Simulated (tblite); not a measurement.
Record of a relaxation.

Compound: C5H4F4O2.
Numbering: `[F:1][C@H:2]1[CH:3]=[C:4]([O:5][C:6]([F:7])([F:8])[F:9])[CH2:10][O:11]1` (hydrogens: H12 on C2; H13 on C3; H14, H15 on C10)

Computed with GFN2-xTB (tblite), gas phase: L-BFGS steps from a force-field or distance-geometry start until the largest atomic force falls under 0.01 eV/Å. 6 of its 115 geometries are shown.

Step 0: E = -1082.3677 eV, largest atomic force 2.948 eV/Å
```
atom  x, y, z in Å  |  force x, y, z in eV/Å
F1     -1.858   -0.560    1.902   -0.274   0.265  -0.322
C2     -1.984    0.145    0.720   -0.545   0.723  -0.855
C3     -0.745    0.936    0.438    0.658  -0.232  -0.311
C4     -0.066    0.193   -0.440    1.343   1.465   1.128
O5      1.159    0.621   -0.929    2.750  -1.062  -0.008
C6      2.384    0.293   -0.273   -1.187   0.959  -0.806
F7      3.466    0.840   -0.963   -2.266  -0.971   1.352
F8      2.315    0.897    0.978    0.705  -1.458  -1.615
F9      2.611   -1.064   -0.215   -0.377   2.157   0.390
C10    -0.787   -1.074   -0.715    0.885  -0.771  -0.121
O11    -2.092   -0.729   -0.383   -1.017   0.349   0.884
H12    -2.826    0.860    0.735   -0.322  -0.817   0.438
H13    -0.463    1.907    0.824   -0.242  -0.451   0.033
H14    -0.457   -1.818    0.043    0.264  -0.192  -0.558
H15    -0.661   -1.440   -1.744   -0.374   0.038   0.371
```

Step 23: E = -1083.2557 eV, largest atomic force 0.118 eV/Å
```
atom  x, y, z in Å  |  force x, y, z in eV/Å
F1     -1.910   -0.298    2.019    0.056  -0.021  -0.072
C2     -1.977    0.187    0.715   -0.001   0.001  -0.003
C3     -0.721    0.958    0.411    0.023  -0.048   0.012
C4      0.005    0.207   -0.406   -0.049   0.064   0.020
O5      1.227    0.496   -0.998   -0.001   0.002   0.043
C6      2.321    0.286   -0.278    0.083   0.024   0.028
F7      3.365    0.782   -0.921    0.058   0.012  -0.078
F8      2.299    0.856    0.933   -0.074  -0.050  -0.002
F9      2.576   -1.019   -0.069   -0.092   0.058   0.045
C10    -0.720   -1.071   -0.730   -0.064  -0.013   0.020
O11    -2.013   -0.859   -0.186   -0.011  -0.009   0.061
H12    -2.912    0.760    0.684    0.012  -0.022  -0.055
H13    -0.500    1.903    0.864    0.061   0.016  -0.012
H14    -0.229   -1.932   -0.255   -0.006  -0.007  -0.056
H15    -0.817   -1.249   -1.805    0.006  -0.007   0.049
```

Step 46: E = -1083.2678 eV, largest atomic force 0.062 eV/Å
```
atom  x, y, z in Å  |  force x, y, z in eV/Å
F1     -1.821   -0.325    2.026    0.011  -0.005   0.022
C2     -1.935    0.170    0.732   -0.016   0.000   0.009
C3     -0.693    0.949    0.401   -0.009   0.003   0.006
C4     -0.001    0.217   -0.459    0.024  -0.050   0.027
O5      1.229    0.496   -1.042    0.007  -0.004   0.015
C6      2.282    0.303   -0.255    0.001   0.005  -0.014
F7      3.381    0.673   -0.888    0.001   0.007  -0.006
F8      2.227    0.987    0.895    0.028   0.016  -0.010
F9      2.435   -0.985    0.095    0.014  -0.002   0.028
C10    -0.727   -1.063   -0.772   -0.005  -0.003  -0.009
O11    -1.995   -0.875   -0.168   -0.003   0.019  -0.016
H12    -2.873    0.738    0.725   -0.034  -0.008   0.002
H13    -0.443    1.880    0.869    0.005  -0.001  -0.024
H14    -0.201   -1.926   -0.338   -0.024   0.013  -0.024
H15    -0.871   -1.230   -1.843    0.001   0.008  -0.004
```

Step 68: E = -1083.2901 eV, largest atomic force 0.161 eV/Å
```
atom  x, y, z in Å  |  force x, y, z in eV/Å
F1     -1.750   -0.445    1.997   -0.148  -0.054  -0.031
C2     -1.908    0.142    0.743    0.013   0.017   0.003
C3     -0.633    0.871    0.431   -0.024   0.035  -0.059
C4      0.015    0.135   -0.460    0.012   0.032   0.010
O5      1.255    0.352   -1.047   -0.009  -0.042   0.056
C6      2.290    0.368   -0.214    0.036  -0.039   0.034
F7      3.408    0.501   -0.906    0.015   0.002  -0.046
F8      2.267    1.357    0.689   -0.081   0.024  -0.048
F9      2.389   -0.766    0.498    0.037  -0.008   0.019
C10    -0.805   -1.068   -0.852    0.023   0.064  -0.025
O11    -2.057   -0.824   -0.230    0.046  -0.022   0.045
H12    -2.816    0.753    0.810    0.009  -0.035   0.064
H13    -0.351    1.771    0.941    0.090  -0.025  -0.026
H14    -0.357   -2.004   -0.489    0.016   0.073   0.007
H15    -0.952   -1.134   -1.933   -0.036  -0.023  -0.003
```

Step 91: E = -1083.3891 eV, largest atomic force 0.095 eV/Å
```
atom  x, y, z in Å  |  force x, y, z in eV/Å
F1     -2.060   -0.640    1.879   -0.011  -0.036  -0.001
C2     -1.878    0.150    0.750   -0.022   0.010  -0.028
C3     -0.429    0.540    0.660   -0.056   0.023  -0.011
C4      0.098   -0.169   -0.327   -0.002  -0.055   0.007
O5      1.380   -0.226   -0.826    0.025   0.021   0.026
C6      2.319    0.490   -0.209   -0.025   0.000  -0.030
F7      3.435    0.423   -0.917    0.031  -0.016   0.025
F8      2.007    1.788   -0.082    0.043  -0.029  -0.013
F9      2.599    0.056    1.027   -0.059   0.029  -0.069
C10    -0.950   -1.032   -0.977    0.013  -0.011   0.027
O11    -2.158   -0.579   -0.390   -0.007   0.016   0.014
H12    -2.594    0.973    0.859    0.004   0.000   0.012
H13     0.022    1.228    1.346    0.017   0.002   0.016
H14    -0.783   -2.095   -0.753    0.041   0.023  -0.019
H15    -1.012   -0.899   -2.061    0.008   0.022   0.045
```

Step 114: E = -1083.3982 eV, largest atomic force 0.009 eV/Å
```
atom  x, y, z in Å  |  force x, y, z in eV/Å
F1     -2.030   -0.711    1.873   -0.003  -0.004   0.007
C2     -1.873    0.123    0.769    0.000   0.003  -0.005
C3     -0.428    0.530    0.673    0.002  -0.005   0.001
C4      0.096   -0.162   -0.328   -0.001   0.003   0.002
O5      1.377   -0.220   -0.831    0.001   0.000   0.005
C6      2.313    0.498   -0.215   -0.001   0.008  -0.001
F7      3.470    0.312   -0.831   -0.007  -0.003  -0.001
F8      2.064    1.815   -0.224    0.000  -0.005  -0.001
F9      2.486    0.167    1.070   -0.003  -0.002  -0.005
C10    -0.955   -1.004   -0.996    0.003   0.000  -0.003
O11    -2.159   -0.572   -0.388    0.003  -0.001   0.000
H12    -2.597    0.932    0.919    0.003   0.001   0.000
H13     0.031    1.198    1.375   -0.003   0.003  -0.002
H14    -0.777   -2.072   -0.815   -0.001  -0.001   0.000
H15    -1.023   -0.829   -2.073    0.007   0.004   0.003
```

Problem. Summarise the path.

Solution. The energy falls by 23.76 kcal/mol from step 0 to step 114; nine tenths of that is first reached at step 69. It rises by more than 0.2 meV at steps 66 and 73. The largest force goes from 2.948 to 0.009 eV/Å. Among the bonds O5–C6 changes most, from 1.427 to 1.331 Å; the atoms move by 0.811 Å rms after alignment.

Problem. Follow the three bonds and two angles with the largest change from start to end.

Solution. 
```json
{"step": "0", "E above end (kcal/mol)": "23.76", "largest force (eV/Å)": "2.948", "O5–C6 (Å)": "1.427", "C6–F7 (Å)": "1.395", "C6–F8 (Å)": "1.391", "O5–C4–C10 (°)": "128.9", "C3–C4–O5 (°)": "120.6"}
{"step": "5", "E above end (kcal/mol)": "5.92", "largest force (eV/Å)": "0.458", "O5–C6 (Å)": "1.335", "C6–F7 (Å)": "1.325", "C6–F8 (Å)": "1.340", "O5–C4–C10 (°)": "124.5", "C3–C4–O5 (°)": "127.0"}
{"step": "10", "E above end (kcal/mol)": "4.87", "largest force (eV/Å)": "0.284", "O5–C6 (Å)": "1.325", "C6–F7 (Å)": "1.325", "C6–F8 (Å)": "1.336", "O5–C4–C10 (°)": "122.0", "C3–C4–O5 (°)": "128.2"}
{"step": "15", "E above end (kcal/mol)": "3.99", "largest force (eV/Å)": "0.182", "O5–C6 (Å)": "1.324", "C6–F7 (Å)": "1.323", "C6–F8 (Å)": "1.339", "O5–C4–C10 (°)": "119.5", "C3–C4–O5 (°)": "129.8"}
{"step": "20", "E above end (kcal/mol)": "3.49", "largest force (eV/Å)": "0.164", "O5–C6 (Å)": "1.330", "C6–F7 (Å)": "1.325", "C6–F8 (Å)": "1.336", "O5–C4–C10 (°)": "120.2", "C3–C4–O5 (°)": "129.7"}
{"step": "25", "E above end (kcal/mol)": "3.22", "largest force (eV/Å)": "0.063", "O5–C6 (Å)": "1.327", "C6–F7 (Å)": "1.323", "C6–F8 (Å)": "1.338", "O5–C4–C10 (°)": "120.6", "C3–C4–O5 (°)": "128.6"}
{"step": "30", "E above end (kcal/mol)": "3.18", "largest force (eV/Å)": "0.042", "O5–C6 (Å)": "1.328", "C6–F7 (Å)": "1.323", "C6–F8 (Å)": "1.338", "O5–C4–C10 (°)": "121.1", "C3–C4–O5 (°)": "128.3"}
{"step": "35", "E above end (kcal/mol)": "3.15", "largest force (eV/Å)": "0.051", "O5–C6 (Å)": "1.328", "C6–F7 (Å)": "1.323", "C6–F8 (Å)": "1.338", "O5–C4–C10 (°)": "121.1", "C3–C4–O5 (°)": "128.1"}
{"step": "40", "E above end (kcal/mol)": "3.08", "largest force (eV/Å)": "0.072", "O5–C6 (Å)": "1.327", "C6–F7 (Å)": "1.322", "C6–F8 (Å)": "1.339", "O5–C4–C10 (°)": "121.3", "C3–C4–O5 (°)": "128.0"}
{"step": "45", "E above end (kcal/mol)": "3.02", "largest force (eV/Å)": "0.088", "O5–C6 (Å)": "1.329", "C6–F7 (Å)": "1.322", "C6–F8 (Å)": "1.338", "O5–C4–C10 (°)": "120.7", "C3–C4–O5 (°)": "128.6"}
{"step": "50", "E above end (kcal/mol)": "2.97", "largest force (eV/Å)": "0.099", "O5–C6 (Å)": "1.327", "C6–F7 (Å)": "1.322", "C6–F8 (Å)": "1.339", "O5–C4–C10 (°)": "120.6", "C3–C4–O5 (°)": "128.7"}
{"step": "55", "E above end (kcal/mol)": "2.85", "largest force (eV/Å)": "0.084", "O5–C6 (Å)": "1.330", "C6–F7 (Å)": "1.323", "C6–F8 (Å)": "1.339", "O5–C4–C10 (°)": "120.2", "C3–C4–O5 (°)": "129.3"}
{"step": "59", "E above end (kcal/mol)": "2.81", "largest force (eV/Å)": "0.066", "O5–C6 (Å)": "1.329", "C6–F7 (Å)": "1.322", "C6–F8 (Å)": "1.339", "O5–C4–C10 (°)": "120.2", "C3–C4–O5 (°)": "129.0"}
{"step": "64", "E above end (kcal/mol)": "2.70", "largest force (eV/Å)": "0.119", "O5–C6 (Å)": "1.328", "C6–F7 (Å)": "1.323", "C6–F8 (Å)": "1.340", "O5–C4–C10 (°)": "119.9", "C3–C4–O5 (°)": "129.6"}
{"step": "69", "E above end (kcal/mol)": "2.31", "largest force (eV/Å)": "0.330", "O5–C6 (Å)": "1.336", "C6–F7 (Å)": "1.325", "C6–F8 (Å)": "1.346", "O5–C4–C10 (°)": "119.7", "C3–C4–O5 (°)": "129.4"}
{"step": "74", "E above end (kcal/mol)": "1.62", "largest force (eV/Å)": "0.179", "O5–C6 (Å)": "1.330", "C6–F7 (Å)": "1.325", "C6–F8 (Å)": "1.342", "O5–C4–C10 (°)": "117.7", "C3–C4–O5 (°)": "132.0"}
{"step": "79", "E above end (kcal/mol)": "1.26", "largest force (eV/Å)": "0.130", "O5–C6 (Å)": "1.328", "C6–F7 (Å)": "1.326", "C6–F8 (Å)": "1.340", "O5–C4–C10 (°)": "117.5", "C3–C4–O5 (°)": "132.2"}
{"step": "84", "E above end (kcal/mol)": "0.78", "largest force (eV/Å)": "0.170", "O5–C6 (Å)": "1.330", "C6–F7 (Å)": "1.324", "C6–F8 (Å)": "1.337", "O5–C4–C10 (°)": "117.2", "C3–C4–O5 (°)": "132.1"}
{"step": "89", "E above end (kcal/mol)": "0.30", "largest force (eV/Å)": "0.212", "O5–C6 (Å)": "1.329", "C6–F7 (Å)": "1.325", "C6–F8 (Å)": "1.335", "O5–C4–C10 (°)": "117.8", "C3–C4–O5 (°)": "131.8"}
{"step": "94", "E above end (kcal/mol)": "0.17", "largest force (eV/Å)": "0.071", "O5–C6 (Å)": "1.331", "C6–F7 (Å)": "1.324", "C6–F8 (Å)": "1.340", "O5–C4–C10 (°)": "118.1", "C3–C4–O5 (°)": "131.4"}
{"step": "99", "E above end (kcal/mol)": "0.10", "largest force (eV/Å)": "0.054", "O5–C6 (Å)": "1.332", "C6–F7 (Å)": "1.323", "C6–F8 (Å)": "1.341", "O5–C4–C10 (°)": "118.0", "C3–C4–O5 (°)": "131.4"}
{"step": "104", "E above end (kcal/mol)": "0.04", "largest force (eV/Å)": "0.056", "O5–C6 (Å)": "1.331", "C6–F7 (Å)": "1.324", "C6–F8 (Å)": "1.341", "O5–C4–C10 (°)": "117.7", "C3–C4–O5 (°)": "131.6"}
{"step": "109", "E above end (kcal/mol)": "0.01", "largest force (eV/Å)": "0.029", "O5–C6 (Å)": "1.331", "C6–F7 (Å)": "1.323", "C6–F8 (Å)": "1.340", "O5–C4–C10 (°)": "117.6", "C3–C4–O5 (°)": "131.8"}
{"step": "114", "E above end (kcal/mol)": "0.00", "largest force (eV/Å)": "0.009", "O5–C6 (Å)": "1.331", "C6–F7 (Å)": "1.323", "C6–F8 (Å)": "1.341", "O5–C4–C10 (°)": "117.6", "C3–C4–O5 (°)": "131.8"}
```

What follows is the cost of the whole relaxation. The run took 0.79 s of wall time on an Arm Neoverse V1 with one thread, no GPU, on a shared host.
